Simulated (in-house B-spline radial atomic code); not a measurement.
RPA and G0W0 for In³⁺, [Kr] 4d10, as one setting changes: the share of exact exchange in the PBE hybrid start. A dash marks a level of low quasi-particle weight. Computed with a B-spline radial code for spherical atoms: all electrons, scalar-relativistic (spin-free one-electron X2C), finite nucleus, each spin shell either full or empty, empty states to l = 9 with an (l + 1/2)⁻⁴ tail; G0W0 by contour deformation at full frequency.

| share of exact exchange in the PBE hybrid start | mean-field level (eV) | G0W0 level (eV) | RPA correlation (Eh) |
| --- | --- | --- | --- |
| 0 | -47.87 | 4d -56.39 | -3.633 |
| 0.1 | -48.86 | 4d -56.43 | -3.6011 |
| 0.2 | -49.85 | 4d -56.47 | -3.5703 |
| 0.3 | -50.85 | 4d -56.49 | -3.5403 |
| 0.4 | ? | ? | ? |
| 0.5 | -52.86 | 4d -56.50 | -3.483 |
| 0.6 | ? | ? | ? |
| 0.7 | -54.88 | 4d -56.49 | -3.4288 |
| 0.8 | -55.90 | 4d -56.48 | -3.4027 |
| 0.9 | -56.92 | 4d -56.46 | -3.3773 |
| 1 | -57.95 | 4d -56.44 | -3.3524 |

What belongs in the row for 0.4?

mean-field level (eV): -51.85; G0W0 level (eV): 4d -56.50; RPA correlation (Eh): -3.5113.

What belongs in the row for 0.6?

mean-field level (eV): -53.87; G0W0 level (eV): 4d -56.50; RPA correlation (Eh): -3.4555.

At what share of exact exchange does G0W0 leave the highest level unchanged?

Near 0.86, where the shift changes sign (-0.579 eV at 0.8, +0.459 eV at 0.9).
